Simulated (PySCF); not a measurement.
## Electronic structure of Li+ (lithium, charge +1) at the UHF level

Configuration: 1s2, closed-shell 1S. All numbers are calculated (PySCF 2.14, scalar relativity by spin-free X2C-1e, in dyall-acv3z).

```json
{
  "Total energy": "-7.237072 hartree",
  "One-electron energy": "-8.8891 hartree",
  "Hartree (Coulomb) energy": "3.3040 hartree",
  "Exchange energy": "-1.6520 hartree",
  "⟨S²⟩": "0.0000",
  "⟨L²⟩": "0.000",
  "Sum of ⟨r⟩": "1.145 bohr",
  "Sum of ⟨r²⟩": "0.8904 bohr²",
  "Langevin diamagnetic susceptibility": "-0.705 ×10⁻⁶ cm³/mol"
}
```

```csv
shell,electrons,mean orbital energy (hartree),"rms radius, mean of both spins (bohr)"
1s,2,-2.79253,0.667
```
